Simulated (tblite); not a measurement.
Species: C5H8NO (doublet state).
Numbering: `[CH3:1][N:2]1[CH2:3][CH:4][CH2:5][C:6]1=[O:7]` (hydrogens: H8, H9, H10 on C1; H11, H12 on C3; H13 on C4; H14, H15 on C5)
Bond orders are those of one Lewis drawing.

Computed with GFN2-xTB (tblite), gas phase: L-BFGS steps from a force-field or distance-geometry start until the largest atomic force falls under 0.01 eV/Å.

Geometry at step 4:
```
atom  x, y, z in Å
C1      2.0040   -0.3068   -0.0231
N2      0.5770   -0.1416    0.0137
C3     -0.0337    1.0358   -0.5469
C4     -1.4765    0.8376   -0.3108
C5     -1.7005   -0.4348    0.3847
C6     -0.3000   -1.0149    0.5603
O7     -0.0186   -2.0655    1.0861
H8      2.2731   -1.2472    0.4528
H9      2.3574   -0.3169   -1.0579
H10     2.4920    0.5128    0.5114
H11     0.2071    1.1263   -1.6240
H12     0.3501    1.9503   -0.0533
H13    -2.2442    1.5243   -0.5898
H14    -2.3146   -1.1384   -0.1894
H15    -2.1769   -0.3130    1.3645
```

Problem. Give the atomic forces at this geometry.

Solution. 
```
atom  Fx (eV/Å)  Fy (eV/Å)  Fz (eV/Å)
  C1     -0.012      0.036     -0.009
  N2     -0.027     -0.026      0.028
  C3      0.052      0.172     -0.095
  C4      0.024     -0.013      0.009
  C5      0.055     -0.118      0.044
  C6     -0.018      0.128     -0.074
  O7      0.120     -0.125      0.066
  H8     -0.133     -0.041      0.024
  H9      0.013      0.007      0.005
 H10      0.020      0.007     -0.013
 H11      0.046      0.041      0.087
 H12      0.032     -0.058     -0.090
 H13     -0.025      0.116     -0.059
 H14     -0.079     -0.038      0.079
 H15     -0.068     -0.089     -0.001
```

The largest, 0.20 eV/Å, acts on C3; the rms over all components is 0.068 eV/Å. The forces sum to zero within rounding, as they must for an isolated molecule in no field.

Problem. Give the force on C3 in Eh/bohr and in nN.

Solution. 0.203 eV/Å ÷ 51.422 = 0.00395 Eh/bohr, and 0.203 eV/Å × 1.602 = 0.33 nN.

Problem. How far is this geometry from the end of the optimisation?

Solution. 0.011 eV above it, and 0.027 Å rms away after alignment. The bonds farthest from their final lengths, with half the difference of the two atoms' forces along the bond (positive lengthens):

```
  bond  now (Å)  final (Å)  force along bond (eV/Å)
 C4–C5    1.467      1.473                    +0.05
C4–H13    1.067      1.070                    +0.07
 C3–C4    1.475      1.479                    +0.03
C3–H12    1.108      1.105                    -0.10
C3–H11    1.107      1.105                    -0.09
 C6=O7    1.208      1.211                    +0.16
```

The angle farthest from its final value is N2–C1–H8, 109.5° against 107.6°.

The cost below is that of the whole relaxation. On an Arm Neoverse V2 with one thread, no GPU (shared host), this took under 0.1 s.
